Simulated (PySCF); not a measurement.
## Polarisability and C₆ of Mo (molybdenum, neutral)

[Kr] 4d5 5s1, high-spin 7S determinant. Calculation: PySCF 2.14, in aug-cc-pVDZ-PP with ECP28MDF (5s5p4d2f, 54 functions); scalar relativity through the core potential. Coupled (time-dependent) response in atomic units; α is the mean over directions. A double-zeta set is small for polarisabilities.

| method | mean α (bohr³) | C₆ (like pair) | S(−4) |
| --- | --- | --- | --- |
| UHF | 106.9 | 1164 | 8038 |
| PBE | 71.73 | 722.9 | 3032 |
| PBE0 | 76.62 | 782.2 | 3518 |
| PBEsol | 70.20 | 708.1 | 2827 |
| B3LYP | 74.53 | 749.7 | 3366 |

S(−4) is the Cauchy moment in α(ω) = α(0) + S(−4) ω² + …

Reference α: 87 ± 6 bohr³ (recommended; Schwerdtfeger and Nagle, table of static dipole polarizabilities (2023 update)). Published C₆: 1030 (Gould and Bucko (2016)).

Hartree-Fock lies above the reference because it lacks correlation, which contracts the outer shell.

α(iu) at PBE:

```tsv
u (hartree)	α(iu) (bohr³)
0	71.73
0.0500	65.01
0.100	51.61
0.200	31.22
0.300	21.28
0.500	12.79
0.750	8.266
1.00	5.868
1.50	3.430
2.00	2.251
3.00	1.173
5.00	0.4742
```

A single London oscillator, α(iu) = α/(1 + u²/ω²), gives C₆ = (3/4) ω α². Matching the computed C₆ needs ω = 4 × 722.9 / (3 × 71.73²) = 0.187 hartree.

Energies and moments cover only the electrons outside the core potential.
